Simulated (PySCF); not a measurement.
## PbS and its ions

PBE; Pb def2-SVP with ECP60, S def2-SVP; scalar-relativistic core potentials (PySCF 2.14). Neutral (UKS): singlet (closed shell), Re = 2.341 Å, ωe = 422 cm⁻¹, De = 4.93 eV, HOMO -5.86 eV, LUMO -3.01 eV.

PbS⁺ (UKS): doublet (π ↑), Re = 2.518 Å, ωe = 334 cm⁻¹. The energies at the minima are -590.84082 hartree for PbS and -590.52028 for PbS⁺.

Question: Work out the adiabatic ionisation energy, without and with harmonic zero-point energies (1 hartree = 27.2114 eV, 1 eV = 8065.5 cm⁻¹), and the change of the bond length.

Answer: At PBE: 0.32054 hartree = 8.722 eV between the minima; the zero-point term (334.0 − 422.0)/2 cm⁻¹ = -0.005 eV makes it 8.717 eV. Re changes by +17.7 pm against the neutral. Minus the HOMO energy is 5.86 eV, -2.86 eV from the value between the minima; self-interaction puts the Kohn–Sham level too high, less so with exact exchange. The electron leaves a π orbital; in so polar a molecule the change of length follows mostly from the change of the ionic charges.

These are scalar-relativistic numbers at best; spin–orbit coupling would shift them, the dissociation energy most. States were picked by a PBE0 search and need not be the measured ground states.
